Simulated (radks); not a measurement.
Problem. The beryllium ion Be3+, 1s1. All-electron calculation, non-relativistic Kohn-Sham, LDA (Slater exchange, Perdew-Wang correlation), spin-polarised, spherical densities, point nucleus. Program: a radial shooting solver on a logarithmic mesh with Libxc functionals. Every spin shell is full or empty, so the densities are truly spherical. Functionals are evaluated on that one density, not self-consistently. Rank these exchange functionals by their error against the exact value of the orbitals, and give that value: LDA, PBE, revPBE, OPTX, WC, AM05, APBE, revTPSS, SCAN, r2SCAN, MS2, Tao-Mo.

Solution. Exact: -1.23360 hartree. From best to worst, with 100 (|E| - |E exact|)/|E exact| (equal figures are ties): revTPSS +0.03, r2SCAN +0.04, SCAN +0.04, MS2 +0.06, Tao-Mo +0.06, APBE -0.47, revPBE -0.54, OPTX -0.55, PBE -2.01, WC -3.97, AM05 -10.98, LDA -14.19.
